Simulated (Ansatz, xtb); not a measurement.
**Relative energy of two isomers of ClH9Si4**

Structure X: `[SiH3][Si]([SiH3])([SiH3])Cl`, a singlet. Structure Y: `[SiH3][SiH2][SiH2][SiH2]Cl`, a singlet. Both are isolated molecules in the gas phase, relaxed with B3LYP/def2-SVP; each stands in its lowest conformer found.

Question: Estimate E(Y) − E(X) at the level CCSD(T)/def2-SVP + ΔMP2/def2-TZVPP.

Answer: Too close to call at this level: CCSD(T)/def2-SVP + ΔMP2/def2-TZVPP gives E(Y) − E(X) = −0.010 eV.

How the difference moves with the method:

```
                             level        geometry  E(Y) − E(X) (eV)  departure from the last row (eV)  job, with rough time for the two
                          GFN2-xTB        GFN2-xTB              −0.025                            −0.015              optimisation, 0.55 s
                         HF/STO-3G        GFN2-xTB              −0.008                            +0.002               single point, 0.7 s
                r2SCAN-D4/def2-SVP        GFN2-xTB              +0.019                            +0.029               single point, 5.4 s
                    B3LYP/def2-SVP  B3LYP/def2-SVP              −0.035                            −0.025                optimisation, 94 s
                       HF/def2-SVP  B3LYP/def2-SVP              −0.053                            −0.043           part of the CCSD(T) run
                      MP2/def2-SVP  B3LYP/def2-SVP              −0.032                            −0.022           part of the CCSD(T) run
                  CCSD(T)/def2-SVP  B3LYP/def2-SVP              −0.043                            −0.033                      single point
CCSD(T)/def2-SVP + ΔMP2/def2-TZVPP  B3LYP/def2-SVP              −0.010                                                  single point, 57 s
```

As drawn, both hold the same kinds of bond in the same numbers.

The largest departure from CCSD(T)/def2-SVP + ΔMP2/def2-TZVPP is that of HF/def2-SVP, 0.043 eV. A small imaginary or near-zero mode remains, so no thermal terms are given. The last row adds to CCSD(T) the change of the MP2 difference between the two basis sets, here +0.033 eV.

The correlated steps freeze 25 core orbitals. Programs: Ansatz 0.2.0, xtb 6.7.1; the last row on 2 threads of Intel(R) Xeon(R) Platinum 8488C (Sapphire Rapids) on a shared host.
